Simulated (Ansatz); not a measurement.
Start from `C[O][GeH2][CH2][Si](C)(C)C` and change one atom or group to get `C[Si](C)(C)C`.

Ansatz, PBE0-D4/def2-TZVP geometries, multiplicity 1. Each molecule was computed in one conformer, which needn't be the lowest.

Scalar relativity is left out up to krypton.

| property | `C[O][GeH2][CH2][Si](C)(C)C` |
| --- | --- |
| size of the dipole moment (PBE/def2-TZVPP) / D | 1.44 |
| size of the dipole moment (B3LYP/def2-TZVPP) / D | 1.51 |
| HOMO–LUMO gap (ωB97M-V/def2-TZVPP) / eV | 11.88 |
| HOMO energy (PBE/def2-TZVPP) / eV | -5.97 |
| HOMO–LUMO gap (PBE0/def2-TZVPP) / eV | 8.12 |
| HOMO energy (B3LYP/def2-TZVPP) / eV | -7.23 |

(1) Give the same properties after the change, and the shifts. (Estimate.)

## Answers

(1) Computed: 
| property | `C[Si](C)(C)C` | shift |
| --- | --- | --- |
| size of the dipole moment (PBE/def2-TZVPP) / D | 0.00 | -1.44 |
| size of the dipole moment (B3LYP/def2-TZVPP) / D | 0.00 | -1.51 |
| HOMO–LUMO gap (ωB97M-V/def2-TZVPP) / eV | 12.79 | 0.91 |
| HOMO energy (PBE/def2-TZVPP) / eV | -6.99 | -1.02 |
| HOMO–LUMO gap (PBE0/def2-TZVPP) / eV | 9.19 | 1.07 |
| HOMO energy (B3LYP/def2-TZVPP) / eV | -8.11 | -0.88 |

With PBE0 the HOMO falls by 0.86 eV and the LUMO rises by 0.21 eV, so the gap widens by about 1.07 eV. PBE moves the HOMO by -1.02 eV and ωB97M-V by -0.81 eV.

B3LYP here is the variant with VWN-RPA as its local correlation; programs differ in this.
